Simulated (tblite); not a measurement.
Compound: C4H12OSi3.
Bonds: C1–O2, O2–C3, C3–C4 (double), C4–Si5, Si5–C6, C6–Si7, C6–Si8, C3–C6. Hydrogens: H9, H10, H11 on C1; H12 on C4; H13, H14 on Si5; H15, H16, H17 on Si7; H18, H19, H20 on Si8.

A start from a force field or distance geometry was refined with tblite, GFN2-xTB geometry optimisation, gas phase. Values at the start:

```csv
coordinate,start
C1–O2,1.433 Å
C1–H9,1.094 Å
O2–C3,1.277 Å
C3=C4,1.359 Å
C3–C6,1.599 Å
C4–Si5,1.850 Å
C4–H12,1.086 Å
Si5–C6,1.888 Å
Si5–H13,1.483 Å
C6–Si7,1.977 Å
Si7–H15,1.493 Å
C1–O2–C3,114.3°
O2–C3–C4,136.5°
O2–C3–C6,125.2°
C3–C4–Si5,98.7°
C3–C6–Si5,89.2°
C3–C6–Si7,112.1°
C4–C3–C6,98.3°
Si5–C6–Si7,115.4°
C1–O2–C3–C4,-3°
O2–C3–C4–Si5,-179°
C4–Si5–C6–Si7,113°
```

How do these coordinates change at the GFN2-xTB level?

```json
{"coordinate": "C3–C6", "GFN2-xTB (Å or °)": "1.495", "change": "-0.104"}
{"coordinate": "C6–Si7", "GFN2-xTB (Å or °)": "1.897", "change": "-0.080"}
{"coordinate": "O2–C3", "GFN2-xTB (Å or °)": "1.346", "change": "+0.069"}
{"coordinate": "Si5–C6", "GFN2-xTB (Å or °)": "1.950", "change": "+0.062"}
{"coordinate": "Si7–H15", "GFN2-xTB (Å or °)": "1.464", "change": "-0.029"}
{"coordinate": "C1–O2", "GFN2-xTB (Å or °)": "1.410", "change": "-0.023"}
{"coordinate": "Si5–H13", "GFN2-xTB (Å or °)": "1.463", "change": "-0.020"}
{"coordinate": "C4–Si5", "GFN2-xTB (Å or °)": "1.865", "change": "+0.015"}
{"coordinate": "C3=C4", "GFN2-xTB (Å or °)": "1.348", "change": "-0.011"}
{"coordinate": "C4–H12", "GFN2-xTB (Å or °)": "1.077", "change": "-0.009"}
{"coordinate": "C1–H9", "GFN2-xTB (Å or °)": "1.089", "change": "-0.005"}
{"coordinate": "C4–C3–C6", "GFN2-xTB (Å or °)": "107.4", "change": "+9.1"}
{"coordinate": "C3–C4–Si5", "GFN2-xTB (Å or °)": "93.3", "change": "-5.4"}
{"coordinate": "O2–C3–C6", "GFN2-xTB (Å or °)": "119.9", "change": "-5.3"}
{"coordinate": "O2–C3–C4", "GFN2-xTB (Å or °)": "132.7", "change": "-3.8"}
{"coordinate": "C3–C6–Si5", "GFN2-xTB (Å or °)": "85.5", "change": "-3.7"}
{"coordinate": "C1–O2–C3", "GFN2-xTB (Å or °)": "116.5", "change": "+2.2"}
{"coordinate": "Si5–C6–Si7", "GFN2-xTB (Å or °)": "117.0", "change": "+1.6"}
{"coordinate": "C3–C6–Si7", "GFN2-xTB (Å or °)": "110.9", "change": "-1.2"}
{"coordinate": "C1–O2–C3–C4", "GFN2-xTB (Å or °)": "0", "change": "+3"}
{"coordinate": "C4–Si5–C6–Si7", "GFN2-xTB (Å or °)": "111", "change": "-2"}
{"coordinate": "O2–C3–C4–Si5", "GFN2-xTB (Å or °)": "180", "change": "-1"}
```

The energy falls by 12.5 kcal/mol over 79 L-BFGS steps, the largest force on an atom goes from 5.24 to 0.009 eV/Å, and the atoms move by 0.157 Å rms after alignment. The bond that changes most is C3–C6 (vinylic carbon bearing oxygen to sp3 carbon bound to silicon), which shortens by 0.104 Å. Bonds longer at the end by more than 0.005 Å: 3 of 20; shorter: 14. Rotational constants go from 1270, 912.0, 859.4 to 1275, 996.6, 894.0 MHz.

Its GFN2-xTB frequencies are all real (lowest 69 cm⁻¹). The numbers are those of one conformer.

The values belong to the conformer `[CH3:1][O:2][C:3]1=[CH:4][SiH2:5][C:6]1([SiH3:7])[SiH3:8]`: C1–O2–C3–C4 0°.

The numbers are calculated, not measured.
